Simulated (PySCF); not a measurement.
Job file and geometry (Å, from GFN2-xTB) of an NMR shielding run on `[C@H]12C[C@H](C=C[SiH2]1)C2`, C6H10Si, GIAO PBE0/pcSseg-1 NMR shielding, non-relativistic, gas phase (PySCF); density fitting, a coarse starting grid and PySCF grid level 2 are the driver's defaults:

```
$ OMP_NUM_THREADS=1 python probes_run.py task.json out

{"job": {"kind": "nmr", "xc": "PBE0", "basis": "pcSseg-1"}, "charge": 0, "multiplicity": 1}
C      1.549952     0.899719     0.122930
C      0.496177     1.483933    -0.441642
C     -0.820715     0.786542    -0.572949
C     -0.648329    -0.635683    -1.140741
C     -0.457088    -1.116843     0.305438
C     -1.240812     0.125648     0.754319
Si     1.365987    -0.855576     0.771037
H      2.482665     1.441721     0.197065
H      0.550609     2.494083    -0.830881
H     -1.560801     1.423874    -1.060261
H      0.176236    -0.781713    -1.837881
H     -1.570229    -1.006884    -1.588351
H     -0.887874    -2.084586     0.559881
H     -0.919287     0.626582     1.666951
H     -2.316062    -0.048084     0.797050
H      1.557968    -0.936473     2.223879
H      2.234607    -1.804229     0.064247
```

Problem. Write the output of this run.

Solution. 
```
coarse grid: 14344 points
cycle   1  E = -523.5611949021  dE =  9.797e-01  |g| = 4.149e-01  |ddm| = 3.754e+00
cycle   2  E = -523.5362417274  dE =  2.495e-02  |g| = 5.263e-01  |ddm| = 9.169e-01
cycle   3  E = -523.6079343065  dE = -7.169e-02  |g| = 4.677e-02  |ddm| = 5.764e-01
cycle   4  E = -523.6083404231  dE = -4.061e-04  |g| = 1.805e-02  |ddm| = 6.610e-02
cycle   5  E = -523.6084105168  dE = -7.009e-05  |g| = 7.101e-03  |ddm| = 2.408e-02
cycle   6  E = -523.6084227803  dE = -1.226e-05  |g| = 2.044e-03  |ddm| = 8.322e-03
cycle   7  E = -523.6084237967  dE = -1.016e-06  |g| = 3.558e-04  |ddm| = 1.898e-03
final grid: 132896 points
cycle   8  E = -523.6520098609  dE = -3.517e-05  |g| = 8.250e-03  |ddm| = 3.635e-02
cycle   9  E = -523.6519962204  dE =  1.364e-05  |g| = 1.110e-02  |ddm| = 1.908e-02
cycle  10  E = -523.6520277635  dE = -3.154e-05  |g| = 6.364e-04  |ddm| = 1.150e-02
cycle  11  E = -523.6520278353  dE = -7.173e-08  |g| = 3.120e-04  |ddm| = 9.073e-04
cycle  12  E = -523.6520278595  dE = -2.421e-08  |g| = 7.454e-05  |ddm| = 3.153e-04
cycle  13  E = -523.6520278605  dE = -1.074e-09  |g| = 3.524e-05  |ddm| = 9.140e-05
cycle  14  E = -523.6520278609  dE = -3.270e-10  |g| = 2.602e-06  |ddm| = 3.869e-05
converged SCF energy = -523.6520278609

GIAO shielding tensors (ppm)
atom      isotropic    diamagn.    paramagn.     s11        s22        s33       span
  0 C       64.615     258.883    -194.268    -56.818     71.038    179.625    236.443
  1 C       14.950     251.182    -236.231   -117.092     12.084    149.859    266.951
  2 C      149.926     250.146    -100.220    137.268    152.076    160.433     23.164
  3 C      149.942     248.614     -98.672    131.626    153.879    164.320     32.694
  4 C      169.661     251.849     -82.188    148.520    178.339    182.125     33.605
  5 C      149.927     248.624     -98.696    131.617    153.885    164.281     32.664
  6 Si     392.653     879.613    -486.960    368.417    378.935    430.607     62.190
  7 H       25.848      29.392      -3.544     25.031     25.123     27.390      2.360
  8 H       23.848      30.401      -6.553     22.617     22.634     26.293      3.676
  9 H       29.188      32.063      -2.875     24.429     27.438     35.697     11.268
 10 H       29.932      30.738      -0.806     26.011     28.065     35.719      9.707
 11 H       29.077      31.252      -2.176     26.398     26.635     34.196      7.798
 12 H       29.863      31.161      -1.298     25.456     27.214     36.919     11.463
 13 H       29.932      30.743      -0.811     26.012     28.068     35.715      9.704
 14 H       29.076      31.254      -2.178     26.398     26.633     34.197      7.799
 15 H       27.129      28.553      -1.423     24.127     24.734     32.527      8.400
 16 H       27.129      28.552      -1.423     24.128     24.733     32.528      8.400
```

Problem. Turn these shieldings into chemical shifts. Scale: ¹³C (186.93 ppm), ²⁹Si (349.16 ppm), ¹H (31.72 ppm) against TMS (reference shieldings calculated alike).

Solution. Averaging equivalent atoms: C 1: 172.0; C 0: 122.3; C 2: 37.0; C 3/5: 37.0; C 4: 17.3; Si 6: -43.5; H 8: 7.87; H 7: 5.87; H 15/16: 4.59; H 11/14: 2.64; H 9: 2.53; H 12: 1.85; H 10/13: 1.79 ppm. 

Size and cost of the density-fitted run: 176 basis functions, 73 s wall time on 1 thread of an Intel Xeon, shared host; peak memory 0.81 GiB.
